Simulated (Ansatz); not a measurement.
Input file for Ansatz (an electronic-structure program): U-CCSD(T)/def2-TZVPP on B2+, 2S+1 = 2, a spin state set in the input, which need not be the lowest, a point of a bond scan (R = 1.711 Å). Charge +1.

Ansatz 0.2 input:
```yaml
crystal:
  periodic: [false, false, false]
  atoms:
    - {symbol: B, position_ang: [0.00000000, 0.00000000, 0.00000000]}
    - {symbol: B, position_ang: [0.00000000, 0.00000000, 1.71099700]}
basis:
  gaussian:
    orbitals: def2-TZVPP
    pivot_positions_ang: [[0.00000000, 0.00000000, 0.00000000], [0.00000000, 0.00000000, 1.71099700]]
total_charge: 1
magnetization: {spin_polarized: true, initial_magnetization: 1}
correlation: {method: ccsd_t, electrons: valence}
output: {orbitals: {seedname: ./end}}
```

Output:

```
WARN ansatz: RAYON_NUM_THREADS=2 ignored (pool sized by the plan → 2); use --threads N
Functional definition: HF
integrals: 0.04 GiB planned
431 factors; integrals over basis functions are off by at most 2.8e-4 eV
mean field: 0.09 GiB planned
mean field evaluation 1: about -1327.0730 eV, gradient 4.2e0 eV
mean field evaluation 2: about -1327.0734 eV, gradient 4.2e0 eV
mean field evaluation 4: about -1327.2623 eV, gradient 2.0e-1 eV
mean field evaluation 8: about -1327.2631 eV, gradient 1.3e-2 eV
mean field evaluation 16: about -1327.2631 eV, gradient 1.4e-5 eV
mean field evaluation 32: about -1328.9221 eV, gradient 1.1e-5 eV
mean field evaluation 64: about -1327.2631 eV, gradient 2.2e-3 eV
mean field evaluation 96: about -1327.2631 eV, gradient 1.3e-2 eV
mean field evaluation 128: about -1327.8727 eV, gradient 1.5e-2 eV
mean field evaluation 160: about -1328.4938 eV, gradient 2.1e-2 eV
mean field evaluation 192: about -1327.9813 eV, gradient 4.0e-4 eV
mean field evaluation 224: about -1328.9221 eV, gradient 8.1e-3 eV
mean field evaluation 256: about -1328.8902 eV, gradient 6.3e-1 eV
mean field evaluation 288: about -1327.8017 eV, gradient 1.6e0 eV
mean field evaluation 320: about -1327.9810 eV, gradient 1.3e-1 eV
mean field evaluation 352: about -1327.9813 eV, gradient 2.5e-3 eV
mean field evaluation 384: about -1326.2402 eV, gradient 1.9e-1 eV
mean field evaluation 416: about -1326.1477 eV, gradient 2.0e0 eV
mean field evaluation 448: about -1325.9225 eV, gradient 2.9e-4 eV
mean field evaluation 480: about -1327.8727 eV, gradient 5.5e-3 eV
mean field evaluation 512: about -1325.6535 eV, gradient 1.5e-1 eV
mean field evaluation 544: about -1325.1150 eV, gradient 1.4e0 eV
mean field evaluation 576: about -1324.3178 eV, gradient 9.9e-4 eV
mean field evaluation 608: about -1327.8713 eV, gradient 1.8e-1 eV
mean field evaluation 640: about -1324.8833 eV, gradient 7.5e-4 eV
mean field evaluation 672: about -1324.8849 eV, gradient 5.9e-2 eV
mean field evaluation 704: about -1327.0562 eV, gradient 3.4e0 eV
mean field evaluation 736: about -1328.9149 eV, gradient 2.8e-1 eV
mean field evaluation 768: about -1327.9811 eV, gradient 5.2e-2 eV
mean field evaluation 800: about -1327.2631 eV, gradient 1.1e-2 eV
mean field evaluation 832: about -1326.1855 eV, gradient 5.8e-1 eV
mean field evaluation 864: about -1326.2458 eV, gradient 3.0e-4 eV
mean field -1328.92210161 eV, -48.8369864583 hartree, gradient 1.9e-6 eV, S^2 1.659045; 25 other end points of the search recorded, 0 dependent functions left out
determinant -1328.92210161 eV, -48.8369864583 hartree, with singles and doubles -1331.67275652 eV, -48.9380711619 hartree
determinant -1328.49380347 eV, -48.8212467922 hartree, with singles and doubles -1331.42303280 eV, -48.9288939846 hartree
determinant -1327.98133136 eV, -48.8024137892 hartree, with singles and doubles -1331.63531521 eV, -48.9366952193 hartree
determinant -1327.87269949 eV, -48.7984216419 hartree, with singles and doubles -1330.70048800 eV, -48.9023409527 hartree
determinant -1326.24580831 eV, -48.7386344937 hartree, with singles and doubles -1329.83611450 eV, -48.8705758124 hartree
determinant -1326.19742732 eV, -48.7368565251 hartree, with singles and doubles -1329.88408911 eV, -48.8723388468 hartree
determinant -1325.92248758 eV, -48.7267526762 hartree, with singles and doubles -1329.51595860 eV, -48.8588103002 hartree
determinant -1325.65453700 eV, -48.7169056738 hartree, with singles and doubles -1329.74348091 eV, -48.8671715909 hartree
determinant -1328.92210161 eV, -48.8369864583 hartree, with singles and doubles -1331.72045567 eV, -48.9398240732 hartree
determinant -1328.49380347 eV, -48.8212467922 hartree, with singles and doubles -1331.48804712 eV, -48.9312832165 hartree
determinant -1327.98133136 eV, -48.8024137892 hartree, with singles and doubles -1331.55100992 eV, -48.9335970567 hartree
determinant -1327.26305854 eV, -48.7760177502 hartree, with singles and doubles -1331.88917341 eV, -48.9460243360 hartree
2 core orbitals not correlated
reference -1328.92210161 eV, -48.8369864583 hartree; 3, 2 occupied and 57, 58 virtual orbitals, 431 factors
second order -1.87929563 eV of doubles, -0.00000000 eV of singles
coupled cluster: 0.15 GiB planned
cycle   1  -2.79835278 eV  change    1.3e-6 eV  update   2.7e-6
cycle   2  -2.79834932 eV  change    3.5e-6 eV  update   1.9e-6
cycle   3  -2.79834844 eV  change    8.9e-7 eV  update   7.1e-7
coupled cluster: 0.15 GiB planned
perturbative correction -0.20585720 eV, -0.0075651125 hartree
WARN: the results are in doubt because among natural orbitals full CI differs from the method by -0.172 eV
Total energy: -1331.92630724 eV, -48.9473889790 hartree
In doubt: among natural orbitals full CI differs from the method by -0.172 eV
```

Self-consistency was reached. Its determinant has ⟨S²⟩ = 1.66, a mixture of spin states.

Warnings raised: large difference.

Cost: very roughly 15 core-seconds.
